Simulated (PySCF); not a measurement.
A PySCF script (with the pyscf-properties extension) for the NMR shieldings of `C=C(CB(Cl)Cl)C(C)=S`, C5H7BCl2S, on a GFN2-xTB geometry:

```python
import basis_set_exchange as bse
import numpy as np
from pyscf import gto, dft
from pyscf.prop import nmr

atoms = """
C     0.490362   -1.832633    0.286862
C    -0.012552   -0.596137    0.411669
C    -1.395266   -0.299930    0.909467
B    -1.937121    1.053833    0.195406
Cl   -2.536298    0.810241   -1.516082
Cl   -3.006146    2.109108    1.187130
C     0.724515    0.585969    0.028460
C     2.176149    0.561622   -0.271400
S    -0.125821    1.999989   -0.091346
H     1.472962   -2.024212   -0.106998
H    -0.095257   -2.694098    0.556729
H    -1.344983   -0.148035    1.991885
H    -2.048517   -1.155304    0.741865
H     2.727174    0.076909    0.532965
H     2.351564   -0.008710   -1.184286
H     2.551635    1.570333   -0.416253
"""
names = dict.fromkeys(["C", "B", "Cl", "S", "H"], "pcSseg-1")
basis = {el: gto.basis.parse(bse.get_basis(n, elements=[el], fmt="nwchem")) for el, n in names.items()}
mol = gto.M(atom=atoms, basis=basis, charge=0, verbose=0)
mf = dft.RKS(mol, xc="PBE0")
mf.grids.level = 2
mf.grids.alignment = dft.numint.BLKSIZE   # the property module wants whole blocks of grid points
mf.conv_tol = 1e-9
mf.kernel()

calc = nmr.RKS(mf)   # GIAO
C = mf.mo_coeff
Co = C[:, mf.mo_occ > 0]
resp = mf.gen_response(singlet=True, hermi=2)
def vind(x):   # induced exchange potential for any number of trial vectors
    d = np.einsum("pi,xij,qj->xpq", C, 2 * x.reshape(-1, C.shape[1], Co.shape[1]), Co, optimize=True)
    return np.einsum("xpq,pi,qj->xij", resp(d - d.transpose(0, 2, 1)), C, Co, optimize=True).ravel()
mo1, _ = nmr.rhf.solve_mo1(calc, with_cphf=vind)
sigma = calc.kernel(mo1)
for i, s in enumerate(sigma):   # ppm
    print("%2d %-2s %9.2f" % (i, mol.atom_pure_symbol(i), np.trace(s) / 3))
```

Q: Give the expected output.

A: 
```
 0 C      53.54
 1 C      20.34
 2 C     142.45
 3 B      85.68
 4 Cl    825.30
 5 Cl    862.08
 6 C     -57.10
 7 C     158.72
 8 S     -78.73
 9 H      25.48
10 H      25.27
11 H      29.22
12 H      29.37
13 H      28.93
14 H      28.83
15 H      28.59
```

These numbers come from an equivalent density-fitted implementation of the same equations, which agrees with the script to about 0.01 ppm for H and up to a few tenths of a ppm for heavy atoms, so last digits may differ.

Size and cost of the density-fitted run: 209 basis functions, 54 s wall time on 1 thread of an Arm Neoverse V1, shared host; peak memory 0.94 GiB.
